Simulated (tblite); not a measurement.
Tetramethylsilane, C₄H₁₂Si.
SMILES with atom numbers: `[CH3:1][Si:2]([CH3:3])([CH3:4])[CH3:5]` (hydrogens: H6, H7, H8 on C1; H9, H10, H11 on C3; H12, H13, H14 on C4; H15, H16, H17 on C5)

Computed with GFN2-xTB (tblite), gas phase: Langevin dynamics at 300 K from the optimised GFN2-xTB geometry, time step 0.5 fs, friction 0.01 fs⁻¹, 2000 steps.

Start geometry:
```
atom  x, y, z in Å
C1     -0.407   -1.213   -1.419
Si2    -0.001   -0.001   -0.002
C3      0.008    1.786   -0.675
C4     -1.320   -0.155    1.370
C5      1.716   -0.415    0.722
H6     -1.380   -1.004   -1.853
H7     -0.419   -2.242   -1.070
H8      0.327   -1.148   -2.217
H9      0.242    2.502    0.106
H10    -0.958    2.058   -1.089
H11     0.747    1.908   -1.462
H12    -2.312    0.075    0.994
H13    -1.351   -1.161    1.779
H14    -1.117    0.526    2.192
H15     1.746   -1.426    1.117
H16     2.493   -0.337   -0.033
H17     1.978    0.259    1.531
```

The statistics below take the 31 frames saved every 25 fs from 250 to 1000 fs; their kinetic temperature (all 3N coordinates) averages 277 K.

**Question.** How do the bond lengths spread?

**Answer.** 
```tsv
bond	start (Å)	mean (Å)	standard deviation (Å)	shortest (Å)	longest (Å)
C1–Si2	1.909	1.920	0.031	1.868	1.973
Si2–C3	1.909	1.918	0.040	1.825	2.006
Si2–C4	1.909	1.911	0.038	1.841	1.985
Si2–C5	1.909	1.921	0.045	1.846	2.034
C1–H6	1.086	1.091	0.029	1.036	1.142
C1–H7	1.086	1.087	0.028	1.031	1.145
C1–H8	1.086	1.088	0.025	1.042	1.137
C3–H9	1.086	1.085	0.018	1.055	1.119
C3–H10	1.086	1.090	0.019	1.046	1.122
C3–H11	1.086	1.094	0.031	1.022	1.169
C4–H12	1.086	1.092	0.021	1.053	1.148
C4–H13	1.086	1.093	0.023	1.051	1.142
C4–H14	1.086	1.094	0.039	1.022	1.170
C5–H15	1.086	1.086	0.031	1.017	1.145
C5–H16	1.086	1.093	0.028	1.042	1.147
C5–H17	1.086	1.088	0.023	1.032	1.124
```

**Question.** How far does each atom move about its mean position (frames aligned on the start, all atoms weighted alike), and what rms force does it feel?

**Answer.** 
| atom | rms displacement (Å) | rms force (eV/Å) |
| --- | --- | --- |
| C1 | 0.17 | 1.55 |
| Si2 | 0.09 | 1.28 |
| C3 | 0.15 | 1.56 |
| C4 | 0.13 | 1.84 |
| C5 | 0.17 | 1.77 |
| H6 | 0.90 | 1.02 |
| H7 | 0.86 | 1.03 |
| H8 | 0.96 | 0.88 |
| H9 | 0.44 | 0.78 |
| H10 | 0.59 | 0.71 |
| H11 | 0.60 | 1.06 |
| H12 | 0.93 | 0.80 |
| H13 | 1.00 | 0.88 |
| H14 | 0.99 | 1.31 |
| H15 | 0.47 | 1.08 |
| H16 | 0.50 | 0.97 |
| H17 | 0.40 | 0.87 |

The displacements run from 0.09 to 1.00 Å, the largest at H13.

**Question.** How widely does the potential energy scatter, against a harmonic estimate?

**Answer.** Mean 0.54 eV above the start, standard deviation 0.120 eV, range 0.36 to 0.85 eV. For 45 classical harmonic modes at 300 K the canonical values are 45kT/2 = 0.58 eV and kT·√(45/2) = 0.123 eV.

The run is classical and short, so these are rough statistics of one trajectory.

What follows is the cost of the whole dynamics run. The run took about 30 s of CPU time (one thread, shared machine).
